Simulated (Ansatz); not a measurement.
Geometry optimisation, UHF/def2-SVP in Ansatz 0.2.0.

Input file:

```yaml
crystal:
  periodic: [false, false, false]
  atoms:
    - { symbol: W, position_ang: [-0.025786, 0.000497, -0.325068] }
    - { symbol: F, position_ang: [-0.150895, 0.188078, 2.7049] }
    - { symbol: F, position_ang: [1.645992, 0.073022, 0.390644] }
    - { symbol: F, position_ang: [-0.00502, 1.873338, -0.455083] }
    - { symbol: F, position_ang: [-1.757515, 0.091616, 0.208212] }
    - { symbol: Cl, position_ang: [-0.037885, -2.323095, -0.113874] }
    - { symbol: F, position_ang: [0.073331, -0.089525, -2.151652] }
    - { symbol: H, position_ang: [0.257778, -0.353932, 3.311921] }
magnetization:
  spin_polarized: true
  initial_magnetization: 1
basis:
  gaussian: { orbitals: def2-SVP }
hamiltonian:
  xc: hf
relax:
  f_tol: 0.03
  max_steps: 50
output:
  orbitals: {}
```

Command:

```bash
$ ansatz run input.yaml --threads 4 --pin off --max-ram 5120MiB --backend cpu --events-out ev --progress --plain --runs-dir out
```

**Question.** Where does it end, and by what steps?

**Answer.** It converged. After 12 steps the energy has fallen by 0.293 eV; H8 moved furthest, 0.75 Å. Joined: W1–F2.

```json
{"step": "0", "energy less start (eV)": "0.0000", "largest force component (eV/Å)": "0.443", "accepted": "yes"}
{"step": "1", "energy less start (eV)": "-0.0720", "largest force component (eV/Å)": "0.859", "accepted": "yes"}
{"step": "2", "energy less start (eV)": "-0.1598", "largest force component (eV/Å)": "0.985", "accepted": "yes"}
{"step": "3", "energy less start (eV)": "-0.1742", "largest force component (eV/Å)": "1.710", "accepted": "yes"}
{"step": "4", "energy less start (eV)": "-0.2631", "largest force component (eV/Å)": "0.689", "accepted": "yes"}
{"step": "5", "energy less start (eV)": "-0.2801", "largest force component (eV/Å)": "0.311", "accepted": "yes"}
{"step": "6", "energy less start (eV)": "-0.2856", "largest force component (eV/Å)": "0.148", "accepted": "yes"}
{"step": "7", "energy less start (eV)": "-0.2893", "largest force component (eV/Å)": "0.299", "accepted": "yes"}
{"step": "8", "energy less start (eV)": "-0.2903", "largest force component (eV/Å)": "0.460", "accepted": "yes"}
{"step": "9", "energy less start (eV)": "-0.2878", "largest force component (eV/Å)": "0.372", "accepted": "no"}
{"step": "10", "energy less start (eV)": "-0.2930", "largest force component (eV/Å)": "0.064", "accepted": "yes"}
{"step": "11", "energy less start (eV)": "-0.2923", "largest force component (eV/Å)": "0.155", "accepted": "no"}
{"step": "12", "energy less start (eV)": "-0.2934", "largest force component (eV/Å)": "0.023", "accepted": "yes"}
```

```xyz
8
Properties=species:S:1:pos:R:3
W -0.073 -0.046 -0.097
F -0.260 0.053 2.221
F 1.643 -0.045 0.568
F 0.006 1.834 -0.076
F -1.868 0.043 0.175
Cl -0.103 -2.381 -0.020
F 0.147 -0.030 -1.917
H 0.508 0.033 2.715
```

Whether the end is a true minimum wasn't checked by a vibrational analysis.

Time of the run: 92 s on 4 threads of Arm Neoverse N1 (shared host), peak memory 0.45 GiB.
